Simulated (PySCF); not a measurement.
A calculation to check before its numbers are used.

A geometry optimisation on YBr3, SMILES `[Br][Y]([Br])[Br]` (singlet state). Theory: PySCF, PBE0-D3(BJ)/def2-SVP geometry optimisation, gas phase, def2 core potentials past Kr.

Driver input (Å, GFN2-xTB start):

```
{"job": {"xc": "PBE0", "basis": "def2-SVP", "d3": "d3bj", "grid": 1, "maxiter": 30, "shake": 0.03, "kind": "geom"}, "charge": 0, "multiplicity": 1}
Y      0.0563    -0.0715     1.0671
Br     2.1645    -0.0370    -0.3479
Br    -1.1299     1.8900    -0.3917
Br    -1.0076    -1.8719    -0.3579
```

Output:

```
step   0  E = -7759.18814720  max force = 0.033471
step   1  E = -7759.19955998  max force = 0.028236
step   2  E = -7759.21065845  max force = 0.010960
step   3  E = -7759.21528168  max force = 0.013501
step   4  E = -7759.21858637  max force = 0.005343
step   5  E = -7759.21942407  max force = 0.003269
step   6  E = -7759.21948009  max force = 0.003078
step   7  E = -7759.21959673  max force = 0.001851
step   8  E = -7759.21942658  max force = 0.002674
step   9  E = -7759.21954612  max force = 0.001079
step  10  E = -7759.21945322  max force = 0.001396
step  11  E = -7759.21949305  max force = 0.001052
step  12  E = -7759.21953914  max force = 0.000944
step  13  E = -7759.21953550  max force = 0.000882
step  14  E = -7759.21953309  max force = 0.000848
step  15  E = -7759.21953185  max force = 0.000833
step  16  E = -7759.21953120  max force = 0.000823
step  17  E = -7759.21953090  max force = 0.000820
step  18  E = -7759.21953060  max force = 0.000816
step  19  E = -7759.21953030  max force = 0.000813
step  20  E = -7759.21953000  max force = 0.000809
step  21  E = -7759.21952970  max force = 0.000805
step  22  E = -7759.21952938  max force = 0.000802
step  23  E = -7759.21952906  max force = 0.000799
step  24  E = -7759.21952874  max force = 0.000795
step  25  E = -7759.21952842  max force = 0.000791
step  26  E = -7759.21952808  max force = 0.000788
step  27  E = -7759.21952774  max force = 0.000784
step  28  E = -7759.21952740  max force = 0.000781
step  29  E = -7759.21952705  max force = 0.000777
step  30  E = -7759.21952670  max force = 0.000773
optimisation not converged
```

Energies are in Eh and forces in Eh/bohr.

Problem. Can the results be trusted, and what went wrong?

Solution. Not as they stand: step limit reached with the energy nearly constant. After 31 gradient evaluations the largest force component was 0.00077 Eh/bohr against a threshold of 0.00045, and over the last 5 steps the energy changed by +0.001 kcal/mol in all, within a range of 0.001 kcal/mol, the last step by 0.000 kcal/mol. The energy rose in 5 of the 30 steps.

Problem. How can it be mended?

Solution. Restart from the last geometry, if need be with a computed Hessian or a finer grid, and confirm the end point by frequencies.
